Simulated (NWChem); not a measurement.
System: CH4FGa; SMILES [GaH]([F])[CH3]

Excerpt of the output:

```
             Northwest Computational Chemistry Package (NWChem) 7.3.0
             --------------------------------------------------------

 C1  symmetry detected

                             Geometry "geometry" -> ""
                             -------------------------

 Output coordinates in angstroms (scale by  1.889725989 to convert to a.u.)

  No.       Tag          Charge          X              Y              Z
 ---- ---------------- ---------- -------------- -------------- --------------
    1 Ga                  31.0000    -0.33936736    -0.05383086    -0.00007497
    2 H                    1.0000    -1.86919787    -0.37308549     0.00083335
    3 F                    9.0000     0.65801186    -1.50940452    -0.00000385
    4 C                    6.0000     0.65560462     1.62462953    -0.00014600
    5 H                    1.0000     0.41240062     2.21358484     0.89813383
    6 H                    1.0000     0.38404671     2.23286545    -0.87703927
    7 H                    1.0000     1.73740414     1.43225526    -0.01869330

 Effective nuclear repulsion energy (a.u.)     189.6817503532

                                 NWChem DFT Module
                                 -----------------

 Summary of "ao basis" -> "ao basis" (spherical)
 ------------------------------------------------------------------------------
       Tag                 Description            Shells   Functions and Types
 ---------------- ------------------------------  ------  ---------------------
 Ga                         def2-svp                12       32   5s4p3d
 H                          def2-svp                 3        5   2s1p
 F                          def2-svp                 6       14   3s2p1d
 C                          def2-svp                 6       14   3s2p1d

            General Information
            -------------------
          SCF calculation type: DFT
          Wavefunction type:  closed shell.
          No. of atoms     :     7
          No. of electrons :    50
           Alpha electrons :    25
            Beta electrons :    25
          Charge           :     0
          Spin multiplicity:     1
          Use of symmetry is: off; symmetry adaption is: off
          Maximum number of iterations: 150
          AO basis - number of functions:    80
                     number of shells:    36
          Convergence on energy requested:  1.00D-06
          Convergence on density requested:  1.00D-05
          Convergence on gradient requested:  5.00D-04

              XC Information
              --------------
                       M05-2X Method XC Functional
                     Hartree-Fock (Exact) Exchange  0.560
                M05-2X metaGGA Exchange Functional  0.440
                      M05-2X Correlation Potential  1.000

             Grid Information
             ----------------
          Grid used for XC integration:  medium
          Radial quadrature: Mura-Knowles
          Angular quadrature: Lebedev.
          Tag              B.-S. Rad. Rad. Pts. Rad. Cut. Ang. Pts.
          ---              ---------- --------- --------- ---------
          Ga                  1.30      112           8.0       590
          H                   0.35       45          11.0       434
          F                   0.50       49          10.0       434
          C                   0.70       49          10.0       434
          Grid pruning is: on
          Number of quadrature shells:   390
          Spatial weights used:  Erf1

      Superposition of Atomic Density Guess
      -------------------------------------

 Sum of atomic energies:       -2061.89029899

      Non-variational initial energy
      ------------------------------

 Total energy =   -2062.644533
 1-e energy   =   -3253.685277
 2-e energy   =    1001.358994
 HOMO         =      -0.343526
 LUMO         =       0.015542

     ---------------------------------------------
      Total Density - Mulliken Population Analysis
     ---------------------------------------------

    Atom       Charge   Shell Charges
 -----------   ------   -------------------------------------------------------
    1 Ga  31    29.89   2.00  2.00  2.00  0.90  0.20  6.00  5.98  0.53  0.21  8.10  1.83  0.15
    2 H    1     1.13   0.66  0.46  0.01
    3 F    9     9.74   1.99  1.16  0.80  3.57  2.21  0.00
    4 C    6     6.64   1.99  0.96  0.29  2.11  1.27  0.01
    5 H    1     0.86   0.65  0.19  0.03
    6 H    1     0.86   0.65  0.19  0.03
    7 H    1     0.87   0.66  0.19  0.03

   convergence    iter        energy       DeltaE   RMS-Dens  Diis-err
 ---------------- ----- ----------------- --------- --------- ---------
 d= 0,ls=0.0,diis     1  -2064.7304852652 -2.25D+03  1.29D-02  5.93D-01
 d= 0,ls=0.0,diis     2  -2064.7182041588  1.23D-02  6.26D-03  9.84D-01
 d= 0,ls=0.0,diis     3  -2064.8000462465 -8.18D-02  6.66D-04  5.05D-03
 d= 0,ls=0.0,diis     4  -2064.8004375633 -3.91D-04  2.73D-04  1.30D-03
 d= 0,ls=0.0,diis     5  -2064.8005595752 -1.22D-04  5.84D-05  4.34D-05
  Resetting Diis
 d= 0,ls=0.0,diis     6  -2064.8005644134 -4.84D-06  1.23D-05  5.10D-07
 d= 0,ls=0.0,diis     7  -2064.8005645254 -1.12D-07  2.31D-06  1.96D-08

         Total DFT energy =    -2064.800564525401
      One electron energy =    -3255.450690232511
           Coulomb energy =     1093.385297519358
    Exchange-Corr. energy =      -92.416922165423
 Nuclear repulsion energy =      189.681750353175

 Numeric. integr. density =       50.000010128747

                       DFT Final Molecular Orbital Analysis
                       ------------------------------------

 Vector   23  Occ=2.000000D+00  E=-4.543838D-01
              MO Center=  6.1D-01, -1.2D+00,  1.0D-03, r^2= 1.3D+00
   Bfn.  Coefficient  Atom+Function         Bfn.  Coefficient  Atom+Function
  ----- ------------  ---------------      ----- ------------  ---------------
    43      0.622879  3 F  pz                46     -0.440503  3 F  pz
    57      0.110191  4 C  pz                66      0.081934  5 H  s
    71     -0.079691  6 H  s                 17     -0.078155  1 Ga pz
    14     -0.075771  1 Ga pz                19     -0.066070  1 Ga d -1
    29      0.050805  1 Ga d -1              60      0.050359  4 C  pz

 Vector   24  Occ=2.000000D+00  E=-4.268000D-01
              MO Center= -2.4D-01, -1.6D-01, -5.0D-04, r^2= 3.3D+00
   Bfn.  Coefficient  Atom+Function         Bfn.  Coefficient  Atom+Function
  ----- ------------  ---------------      ----- ------------  ---------------
    42      0.292613  3 F  py                 4      0.267622  1 Ga s
    41     -0.266970  3 F  px                33      0.240851  2 H  s
    56     -0.228515  4 C  py                45     -0.205361  3 F  py
    44      0.187150  3 F  px                 3     -0.182627  1 Ga s
    13      0.159290  1 Ga py                34      0.146263  2 H  s

 Vector   25  Occ=2.000000D+00  E=-3.547187D-01
              MO Center= -2.6D-01,  4.8D-01,  4.2D-05, r^2= 3.3D+00
   Bfn.  Coefficient  Atom+Function         Bfn.  Coefficient  Atom+Function
  ----- ------------  ---------------      ----- ------------  ---------------
    56      0.309613  4 C  py                33      0.281884  2 H  s
    34      0.238676  2 H  s                 59      0.220691  4 C  py
    12     -0.204293  1 Ga px                55      0.201011  4 C  px
    13     -0.172782  1 Ga py                54     -0.161177  4 C  s
    41     -0.152236  3 F  px                42     -0.133102  3 F  py

 Vector   26  Occ=0.000000D+00  E=-1.082487D-02
              MO Center= -4.0D-01, -5.1D-02, -2.1D-03, r^2= 3.8D+00
   Bfn.  Coefficient  Atom+Function         Bfn.  Coefficient  Atom+Function
  ----- ------------  ---------------      ----- ------------  ---------------
    17      0.754048  1 Ga pz                14      0.408213  1 Ga pz
    11     -0.212860  1 Ga pz                43      0.168098  3 F  pz
    46     -0.163218  3 F  pz                67     -0.156487  5 H  s
    72      0.152529  6 H  s                 66     -0.096166  5 H  s
    71      0.093964  6 H  s                  8      0.068735  1 Ga pz

 Vector   27  Occ=0.000000D+00  E= 5.401197D-02
              MO Center= -8.9D-02,  3.9D-01,  5.0D-03, r^2= 5.3D+00
   Bfn.  Coefficient  Atom+Function         Bfn.  Coefficient  Atom+Function
  ----- ------------  ---------------      ----- ------------  ---------------
     5      1.395529  1 Ga s                 54     -1.290657  4 C  s
    34     -0.662138  2 H  s                 67      0.361625  5 H  s
    72      0.356336  6 H  s                 40     -0.222405  3 F  s
     4      0.217812  1 Ga s                 33     -0.201038  2 H  s
    16      0.199870  1 Ga py                58      0.198252  4 C  px

 Vector   28  Occ=0.000000D+00  E= 8.620667D-02
              MO Center= -6.2D-01,  2.3D-01,  1.3D-04, r^2= 5.3D+00
   Bfn.  Coefficient  Atom+Function         Bfn.  Coefficient  Atom+Function
  ----- ------------  ---------------      ----- ------------  ---------------
    16      1.086976  1 Ga py                54     -0.958390  4 C  s
     5      0.427777  1 Ga s                 15     -0.406094  1 Ga px
    77      0.385058  7 H  s                 40      0.355913  3 F  s
     4     -0.244518  1 Ga s                 34     -0.194467  2 H  s
    13      0.148304  1 Ga py                76      0.121980  7 H  s

     ---------------------------------------------
      Total Density - Mulliken Population Analysis
     ---------------------------------------------

    Atom       Charge   Shell Charges
 -----------   ------   -------------------------------------------------------
    1 Ga  31    30.28   2.00  2.00  1.99  0.95  0.11  6.00  5.98  0.82  0.28  8.08  1.83  0.24
    2 H    1     1.14   0.70  0.44  0.01
    3 F    9     9.44   1.99  1.09  0.85  3.34  2.18  0.00
    4 C    6     6.38   1.99  0.86  0.29  2.10  1.13  0.02
    5 H    1     0.92   0.72  0.18  0.03
    6 H    1     0.92   0.72  0.18  0.03
    7 H    1     0.91   0.72  0.17  0.02

     -------------------------------------------
      Total Density - Lowdin Population Analysis
     -------------------------------------------

    Atom       Charge   Shell Charges
 -----------   ------   -------------------------------------------------------
    1 Ga  31    30.56   2.00  2.00  1.94  0.65  0.30  5.99  5.83  0.97  0.49  7.82  2.02  0.56
    2 H    1     1.10   0.60  0.48  0.02
    3 F    9     9.24   1.98  1.00  0.78  3.22  2.27  0.00
    4 C    6     6.26   1.96  0.56  0.34  1.87  1.48  0.04
    5 H    1     0.94   0.62  0.26  0.07
    6 H    1     0.94   0.62  0.26  0.07
    7 H    1     0.94   0.62  0.26  0.07

     Multipole analysis of the density
     ---------------------------------

     L   x y z        total         alpha         beta         nuclear
     -   - - -        -----         -----         ----         -------
     0   0 0 0     -0.000000    -25.000000    -25.000000     50.000000

     1   1 0 0     -0.322508     -0.161254     -0.161254     -0.000000
     1   0 1 0      1.011627      0.505813      0.505813     -0.000000
     1   0 0 1      0.000448      0.000224      0.000224      0.000000

     2   2 0 0    -22.803325    -41.534370    -41.534370     60.265414
     2   1 1 0      1.131484     -4.745037     -4.745037     10.621559
     2   1 0 1      0.002387      0.001688      0.001688     -0.000989
     2   0 2 0    -24.105758    -98.664168    -98.664168    173.222578
     2   0 1 1      0.003681     -0.000757     -0.000757      0.005194
     2   0 0 2    -18.950622    -12.289654    -12.289654      5.628685
```

Level: M05-2X/def2-SVP. Geometry: optimised at PBE0/def2-SVP.

Problem. Which NWChem input produces such a log?

Solution. One answer among several that fit: the input that was run:
```
start job
memory heap 200 mb stack 900 mb global 1100 mb
geometry units angstroms noautoz
  Ga    -0.307313    -0.067584    -0.000102
  H     -1.823011    -0.448326    -0.001014
  F      0.748003    -1.481715     0.001184
  C      0.619101     1.649668     0.000986
  H      0.351252     2.228299     0.898965
  H      0.324261     2.246475    -0.876241
  H      1.707805     1.501115    -0.016267
end
basis spherical
  * library def2-svp
end
dft
  xc m05-2x
  iterations 150
  mulliken
end
task dft energy
```
